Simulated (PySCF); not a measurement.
**Ionisation energy of Er⁵⁰⁺ by level of theory**

Er⁵⁰⁺ [Ar] (1S) → Er⁵¹⁺ [Ne] 3s2 3p5 (2P), as a difference of total energies. Computed with PySCF 2.14 in an uncontracted even-tempered set (17 s from 12 bohr⁻², ratio 2.5; 12 p from 15 bohr⁻², ratio 2.5; 4 d from 64 bohr⁻², ratio 2.7; 4 f from 97 bohr⁻², ratio 2.7), with scalar relativity by spin-free X2C-1e. Correlated levels: outer shells: 1s2 frozen; virtual orbitals above 40 to 60 times the deepest correlated orbital energy dropped. The calculations carry no spin-orbit coupling.

```
                method  ionisation energy (eV)
                   UHF                  4714.8
    MP2 (outer shells)                  4715.8
SCS-MP2 (outer shells)                  4715.7
   CCSD (outer shells)                  4715.8
CCSD(T) (outer shells)                  4715.8
```

A first-order spin-orbit estimate (lowest level to lowest level, LS coupling) adds -72.374 eV.

Breit and QED terms and the two-electron picture change are absent.

For comparison: 4639 ± 4 eV (theoretical estimate listed by NIST; NIST Atomic Spectra Database, ionization energies).
